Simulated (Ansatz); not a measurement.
Species: C10H9B, SMILES `Bc1ccc2ccccc2c1` (H–B–C–C torsion 0°) (charge 0, multiplicity 1).

Q: Give a relaxed geometry from PBE0-D3(BJ)/def2-SVP run with Ansatz (a quantum-chemistry and plane-wave program).

A: Several could match; the one computed here: the end point of this relaxation, one of several conformers (outside a Z-matrix the atoms follow the SMILES, hydrogens last).
Z-matrix (Å, degrees):
```
C
C 1 1.4143
C 2 1.3920 1 122.24
H 2 1.0941 3 119.28 1 -179.99
C 1 1.4197 2 122.13 4 0.01
C 5 1.3746 1 120.73 2 180.00
H 6 1.0923 5 120.23 1 180.00
H 5 1.0932 6 120.59 7 -0.01
C 6 1.4145 7 119.70 5 -180.00
C 9 1.3763 6 120.59 7 -180.00
H 9 1.0927 10 119.89 6 180.00
H 10 1.0930 9 120.43 11 0.00
C 10 1.4172 12 118.85 9 -179.99
C 13 1.4213 10 122.33 12 0.01
C 14 1.3712 13 120.71 10 179.98
H 15 1.0931 14 119.88 13 -179.98
H 14 1.0932 15 120.67 16 0.01
B 3 1.5381 2 120.28 4 -0.01
H 18 1.2103 3 120.01 2 0.07
H 18 1.2104 19 119.36 3 179.99
```
